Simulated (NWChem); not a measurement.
A series in which one site is exchanged, each optimised at B3LYP/6-31G* with NWChem, gas phase unless a solvent is named. Pople sets run with spherical d functions. Shieldings are non-relativistic GIAO values without spin-orbit effects.

A: NB (BNH4; site = B)
B: [NH2][GaH2] (GaNH$_{4}$; site = Ga)
C: [AlH2][NH2] (AlNH4; site = Al)

### Question
Rank them by 15N shift against ammonia, KT2/pcSseg-1 (ppm), lowest first.

### Answer
C (68.4), B (91.5), A (123.8)
